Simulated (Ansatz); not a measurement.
A geometry relaxed with Ansatz (a quantum-chemistry and plane-wave program) with B3LYP-D3(BJ)/def2-TZVP, charge 0, multiplicity 2:

```xyz
5

H     -1.4972    -0.6491     0.1573
H      2.1232     0.4929    -0.0882
H     -0.9513     0.8446    -0.3004
N     -0.6795    -0.0799     0.0034
Al     1.0048    -0.6085     0.2279
```

### Question
Write the SMILES of this molecule.

### Answer
`[NH2][AlH]`
